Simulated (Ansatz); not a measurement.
A run of Ansatz (development build ahead of 0.2.0) on singlet BeH2 at this shape:

```xyz
3

H     0.0000    0.0000   -1.4462
Be    0.0000    0.0000    0.0000
H     0.0000    0.0000    1.4462
```

Its results:

| Property | Result |
| --- | --- |
| Converged | yes |
| Reference energy | -15.76316 hartree |
| Correlation energy | -0.07929 hartree |
| Total energy | -15.84245 hartree |
| Spin squared of the determinant | 0.000 |

(1) Which input gives this output? Name the method, the orbitals and the basis set, and write the input.

Results:

(1) RHF-MP2 in def2-TZVP. An unrestricted run that stays on the closed shell gives the same numbers.

```yaml
crystal:
  periodic: [false, false, false]
  atoms:
    - { symbol: H, position_ang: [0.0, 0.0, -1.44623] }
    - { symbol: Be, position_ang: [0.0, 0.0, 0.0] }
    - { symbol: H, position_ang: [0.0, 0.0, 1.44623] }
basis:
  gaussian: { orbitals: def2-TZVP }
hamiltonian:
  xc: hf
correlation:
  method: mp2
  frozen_orbitals: { Be: 0, H: 0 }
```
